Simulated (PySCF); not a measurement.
**CdC⁺ at ROHF-MP2**

Computed with ROHF-MP2; PySCF, scalar-relativistic core potentials, basis sets Cd def2-SVPD with ECP28, C def2-SVPD.

| Item | Value |
| --- | --- |
| state | ²Π (doublet), unpaired electrons π ↑ |
| bond length | 0.2269 nm |
| harmonic wavenumber | 403 cm⁻¹ |
| force constant | 1.04 mdyn/Å |
| rotational constant Be | 0.3016 cm⁻¹ |
| anharmonicity ωexe | 2.19 cm⁻¹ |
| vibration–rotation constant αe | 0.00252 cm⁻¹ |
| well depth De to Cd⁺ + C | 83 kJ/mol |
| dissociation energy D0 | 80 kJ/mol |

Correlated steps freeze 1 core orbital. Correlated levels converge slowly with the basis: in double zeta they bind strong bonds too weakly, by up to about 1 eV, and carry superposition errors of some tenths. Spin–orbit coupling is left out. For an ion De counts to the pair picked by the measured ionisation energies or electron affinities, which need not be the lowest pair at this level. The state was picked by a PBE0 search and need not be the measured ground state.
